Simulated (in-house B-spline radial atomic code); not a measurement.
Ag⁺. Computed with a B-spline radial atomic code. Model: non-relativistic spherical atom: semilocal Troullier-Martins pseudo-atom, one channel per l, against all electrons, high spin, G0W0 and RPA with empty states to l = 8, local potential for every l without a channel, a model core (radius 0 = none) keeps its share of the functional.

Without relativity these are model numbers for so heavy an element.

What the tables leave out is listed at the end.

The pseudopotential gives back the lowest level of each angular momentum of its own functional in the configuration it was made in; a second state of the same l is only approximately right. Exact exchange, RPA and GW see the smooth pseudo-orbitals and miss the exchange with the core, for which the functional's share stands in. The column with an uncorrelated core keeps all orbitals and exact exchange, and so separates missing core correlation from pseudisation. Only the three outermost levels and the lowest empty one were computed. RPA here is direct RPA, with no exchange kernel, and its energies carry an (l + 1/2)⁻⁴ tail. A hybrid on a potential with a model core restores only its own semilocal share of the core's exchange.

Command:
```bash
python run_psgw.py task.json out
```
Settings (lengths in bohr, energies in hartree):
```
Z                      47
electrons              46
configuration          [Kr] 4d10
generated_in           [Kr] 4d10
functional             pbe,pbe
core_shells            8
radius_factor          1
core_correction        False
```

Run time, properties included: 29 s on 1 thread of Arm Neoverse N1, on a shared host.

Given: made with PBE; model core radius 0 bohr; local radius 1.354 bohr; mean-field start PBE0.

Valence shells of the generating configuration: 4d.

Channel: s 2.483, p 3.169, d 1.034 (radii in bohr).

Computed: largest level miss in the spin-unpolarised generating configuration 0 eV; valence RPA correlation energy all-electron orbitals -0.52886 hartree; valence RPA correlation energy pseudo -0.85392 hartree; all-electron RPA polarisability, core included 7.6285 bohr³.

```
     level  occupied  mean-field all-electron (eV)  mean-field pseudo minus all (eV)  G0W0 all-electron (eV)  G0W0 uncorrelated core minus all (eV)  G0W0 pseudo minus all (eV)  exchange self-energy all-electron (eV)  exchange self-energy pseudo (eV)
        4d         1                       -17.742                             0.584                 -22.135                                 -0.195                       2.534                                  -35.74                           -22.224
5s (empty)         0                        -9.322                            -0.273                 -7.1523                                  0.042                      -0.563                                 -2.9531                           -2.1464
```

Problem. What is the pseudo-atom RPA polarisability?

Solution. 8.5532 bohr³.

Given: mean-field start Hartree-Fock.

Computed: valence RPA correlation energy pseudo -0.76258 hartree; all-electron RPA polarisability, core included 5.5807 bohr³; pseudo-atom RPA polarisability 7.5863 bohr³.

| level | occupied | mean-field all-electron (eV) | mean-field pseudo minus all (eV) | G0W0 all-electron (eV) | G0W0 uncorrelated core minus all (eV) | G0W0 pseudo minus all (eV) | exchange self-energy all-electron (eV) | exchange self-energy pseudo (eV) |
| --- | --- | --- | --- | --- | --- | --- | --- | --- |
| 4d | 1 | -22.458 | 2.536 | -22.407 | -0.175 | 1.32 | -35.909 | -21.83 |
| 5s (empty) | 0 | -5.839 | -0.636 | -6.7461 | 0.028 | -0.966 | -1.7833 | -1.6786 |

Problem. What is the valence RPA correlation energy all-electron orbitals?

Solution. -0.45315 hartree.

Among the listed levels the largest G0W0 shift of the pseudo-atom is +2.53 eV, for 4d on the PBE0 start, while leaving the core uncorrelated moves that level by -0.20 eV. So pseudisation and the lost core exchange, not the missing core correlation, make the error. Not in the tables (levels of low weight, unsolved or above zero; the highest and the empty levels are kept at any weight): on PBE, a start not tabulated, the G0W0 levels 4d (pseudo minus all +2.49 eV, weights 0.81 and 0.35), 5s (pseudo minus all -0.38 eV, weights 0.94 and 0.94).
